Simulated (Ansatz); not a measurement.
`[F][AlH2]` + `C/C=C(\O)C=O` → `O=[CH][AlH][F]` + `C/C=C/O`  (formal exchange of groups at the Al–H bond)

Gas-phase electronic energies from Ansatz, PBE0-D4/def2-TZVP geometries. CBS: MP2 limit from def2 TZ/QZ plus the TZ coupled-cluster correction, frozen cores. This one scheme is used for every species. Double bonds are as drawn, so ΔE can hold a change between cis and trans. DFT in def2-TZVPP. B3LYP here is the variant with VWN-RPA as its local correlation; programs differ in this. Each species was taken in one conformer, which may not be the lowest.

`[F][AlH2]`:

```xyz
4

F    -1.448    0.397    0.538
Al    0.050   -0.013   -0.019
H     1.235    0.029    1.019
H     0.163   -0.412   -1.539
```

`C/C=C(\O)C=O`:

```xyz
12

C    -1.888    0.086    0.081
C    -0.537   -0.520    0.019
C     0.614    0.154   -0.025
O     0.656    1.515   -0.017
C     1.911   -0.546   -0.086
O     2.074   -1.736   -0.101
H    -1.844    1.175    0.084
H    -2.418   -0.244    0.980
H    -2.494   -0.236   -0.771
H    -0.438   -1.600    0.007
H     1.573    1.807   -0.053
H     2.791    0.145   -0.120
```

`O=[CH][AlH][F]`:

```xyz
6

O    -0.675    0.332    1.778
C    -0.060    0.713    0.807
Al    0.065   -0.601   -0.713
F     0.887   -0.161   -2.074
H     0.383    1.739    0.824
H    -0.601   -2.022   -0.622
```

`C/C=C/O`:

Cartesian coordinates in Å:
```
C 1.240 -0.345 0.625
C -0.201 -0.172 0.282
C -0.627 0.464 -0.803
O -1.914 0.660 -1.179
H 1.515 -1.402 0.692
H 1.881 0.117 -0.129
H 1.482 0.109 1.591
H -0.936 -0.596 0.966
H 0.058 0.905 -1.520
H -2.497 0.259 -0.526
```

| level | ΔE (kcal/mol) | difference from CCSD(T)/CBS |
| --- | --- | --- |
| PBE-D4 | 7.8 | 2.3 |
| r2SCAN-D4 | 8.9 | 3.4 |
| PBE0-D4 | 7.6 | 2.1 |
| B3LYP-D4 | 6.8 | 1.3 |
| ωB97X-V | 6.5 | 1.0 |
| ωB97M-V | 5.8 | 0.3 |
| B2PLYP | 6.0 | 0.5 |
| PBE | 7.1 | 1.6 |
| r2SCAN | 8.7 | 3.2 |
| PBE0 | 7.0 | 1.5 |
| B3LYP | 5.7 | 0.2 |
| HF/def2-TZVPP | 4.8 | -0.7 |
| MP2/def2-TZVPP | 6.9 | 1.4 |
| SCS-MP2/def2-TZVPP | 5.8 | 0.3 |
| CCSD/def2-TZVPP | 5.1 | -0.4 |
| CCSD(T)/def2-TZVPP | 5.9 | 0.4 |
| HF/def2-QZVPP | 4.8 | -0.7 |
| MP2/def2-QZVPP | 6.6 | 1.1 |
| SCS-MP2/def2-QZVPP | 5.6 | 0.1 |
| HF/CBS(def2) | 4.8 | -0.7 |
| MP2/CBS(def2) | 6.5 | 1.0 |
| CCSD/CBS(def2) | 4.8 | -0.7 |
| CCSD(T)/CBS | 5.5 | 0 |

Largest T1 diagnostic among the species: 0.015.

The D4 term adds +1.1 kcal/mol with B3LYP and +0.6 kcal/mol with PBE0; it sums over pairs of atoms, weighted by their polarisabilities, and B3LYP, whose exchange is more repulsive, gets the larger term. In def2-TZVPP, CCSD(T) changes the Hartree–Fock value by +1.1 kcal/mol (the triples alone add +0.8 kcal/mol) and MP2 by +2.0 kcal/mol.
